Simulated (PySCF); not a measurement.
## Correlation energy of O⁻ (oxygen, charge -1)

[He] 2s2 2p5, 2P determinant. All numbers are calculated (PySCF 2.14, scalar relativity by spin-free X2C-1e, in aug-cc-pCVTZ-DK (7s6p4d2f, 59 functions)). Frozen: nothing; 9 electrons correlated.

| level | correlation energy (mhartree) |
| --- | --- |
| CCSD | -283.51 |
| (T) | -9.48 |
| CCSD(T) | -292.99 |

Diagnostics: T1 = 0.019, D1 = 0.0438, largest double amplitude 0.041.

Task: Is a single reference adequate?

Result: Yes: T1 lies below 0.03 and no double amplitude reaches 0.07.
